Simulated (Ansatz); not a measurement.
Total energies of C2H9AlOSe, SMILES `[CH3][Al-]([CH3])([OH])[SeH2+]`.

```xyz
14

C    -0.3884   -1.9789    0.4376
Al    0.0111   -0.3017   -0.4883
C     1.6229    0.7511   -0.0917
O    -0.7377   -0.1117   -2.0296
Se   -1.9153    1.2240    0.7916
H     0.2859   -2.7755    0.1039
H    -0.2672   -1.9002    1.5230
H    -1.4078   -2.3222    0.2378
H     1.8208    0.8091    0.9837
H     2.5081    0.2928   -0.5475
H     1.5674    1.7766   -0.4713
H    -0.3979    0.5019   -2.6778
H    -1.2118    1.5425    2.0416
H    -1.4903    2.4922    0.1871
```

Charge 0, multiplicity 1. Correlated methods include outer-core shells of Se, which these sets cover unevenly. Scalar relativity is left out up to krypton. The geometry is a stationary point of PBE0-D4/def2-TZVP. It is one conformer, not always the lowest. Basis def2-TZVPP, the Gaussian-basis code of Ansatz.

RPA on PBE orbitals: Hartree–Fock energy of these orbitals -2797.68585 Eh, correlation -1.60289 Eh (frozen core).

```csv
functional,energy without D4 (Eh),D4 term (kJ/mol)
PBE,-2800.28419,-29.0
revPBE,-2800.68085,-76.8
r2SCAN,-2800.86234,-7.7
PBE0,-2800.40372,-25.2
B3LYP,-2801.05783,-46.4
HSE06 (plane-wave form),-2800.39155,-23.7
BHLYP,-2800.88360,-38.1
CAM-B3LYP,-2801.04437,-26.0
ωB97X-V,-2800.67867,–
B2PLYP,-2800.36279,–
```

(1) Give the same for LDA (SPW92), BLYP, B97M-V, r2SCANh, r2SCAN0, LC-ωPBE, ωB97M-V, PBE-QIDH. (Estimate.)

B3LYP takes the VWN-RPA correlation (the form of Gaussian; ORCA's B3LYP/G). HSE06 is the plane-wave form, built on full-range PBE exchange. The double hybrids freeze the cores in their second-order part.

Answers

(1) Ansatz gave: 
```json
{"functional": "LDA (SPW92)", "energy without D4 (Eh)": "-2795.17732", "D4 term (kJ/mol)": "–"}
{"functional": "BLYP", "energy without D4 (Eh)": "-2800.95571", "D4 term (kJ/mol)": "-60.9"}
{"functional": "B97M-V", "energy without D4 (Eh)": "-2800.47231", "D4 term (kJ/mol)": "–"}
{"functional": "r2SCANh", "energy without D4 (Eh)": "-2800.84985", "D4 term (kJ/mol)": "-8.2"}
{"functional": "r2SCAN0", "energy without D4 (Eh)": "-2800.83244", "D4 term (kJ/mol)": "-9.1"}
{"functional": "LC-ωPBE", "energy without D4 (Eh)": "-2800.49093", "D4 term (kJ/mol)": "–"}
{"functional": "ωB97M-V", "energy without D4 (Eh)": "-2800.75445", "D4 term (kJ/mol)": "–"}
{"functional": "PBE-QIDH", "energy without D4 (Eh)": "-2799.98297", "D4 term (kJ/mol)": "–"}
```

LC-ωPBE has ω = 0.4 bohr⁻¹.
